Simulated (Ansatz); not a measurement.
Consider the redistribution: `[SiH3][AlH][SnH3]` + `C[Te][GeH3]` → `C[Te][AlH][SiH3]` + `[GeH3][SnH3]`.

Program: Ansatz. Geometries: PBE0-D4/def2-TZVP. ΔE: electronic, gas phase. CCSD(T)/CBS adds triple-zeta CCSD(T) − MP2 to the extrapolated MP2 energy (def2 sets, frozen cores). Functionals use def2-TZVPP. def2 core potentials past Kr. For Ge, Sn, Te outer-core shells are correlated without core-valence functions, which leaves a few kJ/mol of doubt a bond. Scalar relativity is left out up to krypton. One conformer a species, not always the lowest.

`[SiH3][AlH][SnH3]`:

```xyz
10

Si    1.832   -1.260    0.299
Al   -0.399   -0.773   -0.604
Sn   -1.584    1.539   -0.026
H     2.796   -0.207   -0.138
H     2.384   -2.582   -0.109
H     1.794   -1.221    1.790
H    -1.166   -1.809   -1.536
H    -3.091    1.310    0.756
H    -0.653    2.543    1.001
H    -1.912    2.459   -1.434
```

`C[Te][GeH3]`:

Z-matrix (Å, degrees):
```
C
Te 1 2.149
H 1 1.089 2 106.6
H 1 1.087 2 109.8 3 118.9
H 1 1.087 2 109.8 3 -118.8
Ge 2 2.547 1 94.1 3 -179.9
H 6 1.535 2 107.2 1 179.9
H 6 1.539 2 110.4 1 60.1
H 6 1.539 2 110.4 1 -60.2
```

`C[Te][AlH][SiH3]`:

Cartesian coordinates in Å:
```
C 0.368 1.213 -1.841
Te 0.399 -0.904 -2.242
Al -0.053 -1.754 0.076
Si -0.365 -0.219 1.963
H -0.487 1.644 -2.355
H 0.291 1.384 -0.770
H 1.294 1.637 -2.223
H -0.123 -3.333 0.214
H -0.113 1.206 1.608
H -1.761 -0.306 2.481
H 0.550 -0.567 3.087
```

`[GeH3][SnH3]`:

Cartesian coordinates in Å:
```
Ge 0.562 0.862 -0.826
Sn -0.543 -0.833 0.799
H -0.360 1.134 -2.026
H 1.897 0.309 -1.353
H 0.835 2.194 -0.109
H -0.870 -2.303 -0.006
H 0.492 -1.156 2.118
H -2.012 -0.208 1.403
```

```csv
species,ωB97X-V energy (Eh)
`[SiH3][AlH][SnH3]`,-750.30733
`C[Te][GeH3]`,-2386.55179
`C[Te][AlH][SiH3]`,-842.20166
`[GeH3][SnH3]`,-2294.68117
```

(1) Work out ΔE.

Largest T1 diagnostic among the species: 0.014.

Results:

(1) ΔE = (-842.20166) + (-2294.68117) − (-750.30733) − (-2386.55179) = -0.02371 Eh = -0.65 eV. CCSD(T)/CBS gives -0.69 eV.

In def2-TZVPP, CCSD(T) changes the Hartree–Fock value by −0.07 eV (the triples alone add −0.02 eV) and MP2 by −0.09 eV.
